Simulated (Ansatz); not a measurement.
Consider the formal exchange of groups at a B–F bond: `FB1C=C1` + CH₄ → `CB1C=C1` + H–F.

Calculated with Ansatz (gas phase, PBE0-D4/def2-TZVP geometries, no zero-point term in ΔE). CBS: MP2 limit from def2 TZ/QZ plus the TZ coupled-cluster correction, frozen cores. This one scheme is used for every species. Functionals use def2-TZVPP. HSE06 is defined as in plane-wave codes.

CCSD(T)/CBS gives +1.03 eV.

Task: Another level gave +1.11 eV. Which?
A. r2SCAN0-D4/def2-TZVPP
B. B97M-V/def2-TZVPP
C. BHLYP-D4/def2-TZVPP
D. HSE06-D4/def2-TZVPP

Result: A. r2SCAN0-D4 1.11, BHLYP-D4 1.16, B97M-V 1.21, HSE06-D4 1.05 eV.

Task: What do rigid-rotor, harmonic-oscillator terms from PBE0-D4/def2-TZVP frequencies (298.15 K, 1 bar) make of the CCSD(T)/CBS value? (An estimate is asked.)

Result: Computed: ΔZPE = -0.04 eV, ΔH = +1.01 eV, ΔS = 23 J/(mol·K), ΔG = +0.94 eV. Modes under 50 cm⁻¹ make the entropy rough.

Largest T1 diagnostic among the species: 0.012.

From r2SCAN to r2SCAN0 (25 % exact exchange), in def2-TZVPP and without D4, ΔE moves by −0.03 eV. In def2-TZVPP, CCSD(T) changes the Hartree–Fock value by −0.18 eV (the triples alone add −0.01 eV) and MP2 by −0.23 eV.
